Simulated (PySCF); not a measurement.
# Removing an electron from `O[SiH2][SiH]([SiH3])[SiH3]`

H10OSi4.
Numbering: `[OH:1][SiH2:2][SiH:3]([SiH3:4])[SiH3:5]` (hydrogens: H6 on O1; H7, H8 on Si2; H9 on Si3; H10, H11, H12 on Si4; H13, H14, H15 on Si5)

Structure used (PBE0-D3(BJ)/def2-SVP), in Å, numbered top down from 1:
```
atom  x, y, z in Å
O1    -0.776   -2.074    1.597
Si2   -1.558   -1.053    0.522
Si3    0.159   -0.176   -0.805
Si4   -0.313    2.056   -1.336
Si5    2.075   -0.297    0.543
H6    -1.310   -2.465    2.295
H7    -2.253    0.062    1.248
H8    -2.601   -1.777   -0.272
H9     0.354   -0.983   -2.053
H10   -0.465    2.826   -0.062
H11    0.796    2.662   -2.135
H12   -1.586    2.171   -2.114
H13    3.238    0.361   -0.132
H14    1.806    0.422    1.826
H15    2.425   -1.719    0.833
```

Level: B3LYP/def2-SVPD (PySCF). Frontier orbitals with their largest atomic shares (Löwdin; up to four atoms above 4 %):

| orbital | ε (eV) | main atoms |
| --- | --- | --- |
| HOMO−3 | -8.86 | Si3 23 %, H9 17 %, O1 15 %, Si4 10 % |
| HOMO−2 | -8.54 | O1 32 %, Si2 22 %, H7 17 %, H8 9 % |
| HOMO−1 | -7.82 | Si3 32 %, Si4 27 %, Si5 12 %, H12 5 % |
| HOMO | -7.61 | ? |
| LUMO | -0.93 | Si2 25 %, Si3 16 %, O1 15 %, Si5 8 % |
| LUMO+1 | -0.36 | Si3 23 %, Si4 19 %, Si5 18 %, H12 10 % |
| LUMO+2 | -0.16 | Si3 24 %, Si2 17 %, Si4 14 %, Si5 10 % |

Q: What vertical ionisation energy does ΔSCF give, and how far is −ε(HOMO) from it?

A: ΔSCF: 9.46 eV (913 kJ/mol; threshold wavelength 131 nm); ⟨S²⟩ of the doublet left behind is 0.755, against 0.75 for a pure doublet. −ε(HOMO) is 7.61 eV, 1.85 eV below it. In exact Kohn–Sham theory the two would be equal; B3LYP (global hybrid, 20 % exact exchange) falls short of its own ΔSCF value by 20 %. Holes in the HOMO−1 and HOMO−2 were tried too where these lie within 1.2 eV of the HOMO; the lowest converged state counts.

Q: On which atoms does the HOMO lie?

A: Si3 (SiH silicon) 31 %, Si2 (oxygen-bound silicon) 22 %, Si5 (SiH3 silicon) 18 %, H8 (Si–H hydrogen) 6 %, so no atom holds as much as 40 %. The HOMO−1 lies 0.21 eV lower.

Q: Shift the occupied levels rigidly so that −ε(HOMO) equals the ΔSCF value. What binding energies result?

A: The shift is +1.85 eV: HOMO 9.46, HOMO−1 9.67, HOMO−2 10.39, HOMO−3 10.71 eV. A rigid shift is only a rough guide to the deeper ionisations.

Q: What kinetic energy would electrons from this vertical process carry with He II light (40.814 eV)?

A: 40.81 − 9.46 = 31.35 eV.

Q: What total energies stand behind the ΔSCF value?

A: E(N) = -1238.91152 Eh and E(N − 1) = -1238.56373 Eh at the same geometry, 0.34779 Eh apart.

The structure is a single PBE0-D3(BJ)/def2-SVP conformer in the gas phase; no vibrational or solvent corrections.
